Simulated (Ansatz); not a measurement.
C₂H₈B₂Si. Charge 0, multiplicity 1. The bonds changed during the relaxation, so this is another structure than the one it started from.

Z-matrix (Å, degrees):
```
Si
C 1 1.868
B 1 2.054 2 128.8
B 1 2.084 2 119.2 3 -51.1
C 1 1.948 2 112.4 3 48.8
H 1 1.482 2 113.7 3 175.4
H 2 1.092 1 110.1 3 -0.2
H 2 1.092 1 111.0 3 -120.4
H 2 1.092 1 110.6 3 119.1
H 3 1.354 1 89.2 2 -38.1
H 4 1.181 1 136.5 2 -61.5
H 5 1.087 1 114.1 2 124.9
H 5 1.087 1 114.8 2 -6.8
```

Q: Give the diagnostics of a CCSD(T)/def2-TZVPP run (frozen core, the Gaussian-basis code of Ansatz). (An estimate is asked.)

A: Ansatz gave: T1 = 0.0130, largest single amplitude 0.022, largest double 0.033, (T) share of the correlation energy 4.5 %, 10 CCSD cycles. The RHF solution is stable towards an unrestricted one. T1 lies under the customary mark of 0.02 for closed shells.
